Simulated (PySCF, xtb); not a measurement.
C3H6OSe, SMILES C(=O)[Se]CC. Other conformers were not sampled.

Harmonic wavenumbers (cm⁻¹) from GFN2-xTB run with xtb at its own minimum, in rising order: 62, 160, 163, 238, 269, 372, 533, 624, 753, 804, 991, 1000, 1069, 1215, 1223, 1287, 1404, 1433, 1485, 1489, 1750, 2730, 2949, 2989, 3024, 3028, 3041.

Q: What does PBE-D3(BJ)/def2-SVP (PySCF) give at its own minimum? (The exact figures need the calculation; the answer reports its results.)

A: 38, 165, 175, 256, 279, 369, 554, 654, 715, 852, 951, 978, 1048, 1205, 1213, 1287, 1343, 1390, 1411, 1420, 1786, 2785, 2969, 2987, 3053, 3057, 3077. Paired by order, the mean absolute difference is 28 cm⁻¹ and the zero-point energies are 51.6 and 51.5 kcal/mol.
